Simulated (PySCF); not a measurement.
Ionisation of `CN(C)[SiH3]` (C2H9NSi)

Parent: `CN(C)[SiH3]` (C2H9NSi). Non-hydrogen atoms are numbered in `[CH3:1][N:2]([CH3:3])[SiH3:4]`.

Computed at ωB97X-D3(BJ)/ma-def2-TZVP // PBE0-D3(BJ)/def2-SVP with PySCF (density fitting, grid level 2). The prefix ma- adds one diffuse s and one diffuse p function on all atoms but H. Zero-point and thermal terms (298.15 K, 1 bar) come from unscaled PBE0-D3(BJ)/def2-SVP harmonic frequencies, with soft modes damped to free rotors in the entropy.

Frontier levels of the parent: HOMO -8.82 eV, LUMO 1.14 eV.

Oxidation to the radical cation:
```
Vertical ionisation energy (electronic)              : 8.54 eV
Adiabatic ionisation energy (with zero-point energy) : 8.10 eV
Adiabatic, electronic part                           : 8.15 eV
Vertical gap at the product's structure              : 7.63 eV
Inner reorganisation energy (four-point)             : 904 meV
Relaxation of product / of parent                    : 384 / 520 meV
⟨S²⟩ of the product                                  : 0.755
Largest spin populations                             : N2 0.85
Largest changes of atomic charge                     : N2 0.41, H (on Si4) 0.10, H (on C3) 0.09, H (on C1) 0.08
Distances that move most (Å)                         : N2–Si4 1.735 → 1.857; Si4–H 1.505 → 1.485; Si4–H 1.494 → 1.479; C1–H 1.110 → 1.098
Potential in dichloromethane                         : 5.93 V absolute, 1.23 V against Fc+/Fc computed at 4.70 V (solvation -4 → -210 kJ/mol)
```

Solvents are IEF-PCM continua (electrostatics only, gas-phase structures); absolute potentials refer to an electron at rest in vacuum. Fc+/Fc in dichloromethane, 4.70 V, is ωB97X-D3(BJ)/ma-def2-TZVP on PBE0-D3(BJ)/def2-SVP structures with GFN2-xTB thermal terms. Benchmark calculations put it near 5.0 V in acetonitrile and DMSO, so it is about 0.3 V low, and the value against it can read up to that much too high.

Measured values (NIST Chemistry WebBook, evaluated or the median of agreeing entries): vertical ionisation energy 8.50 eV (computed 8.54, difference 0.04).
